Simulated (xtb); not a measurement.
CH6GeO3, SMILES [Ge]([CH3])([OH])([OH])[OH]. All values are semi-empirical tight-binding results from xtb (GFN2-xTB unless named), good for trends rather than for accurate numbers. Geometry: GFN2-xTB. The values are those of a single conformer.

For metal compounds this method's bond lengths and energies can be far off.

```yaml
point_group_as_xtb_finds_it: C3
orbital_gap: 7.48 eV
zero_point_energy: 46.0 kcal/mol
G − E(el) at 298.15 K (modified RRHO): 25.5 kcal/mol
```
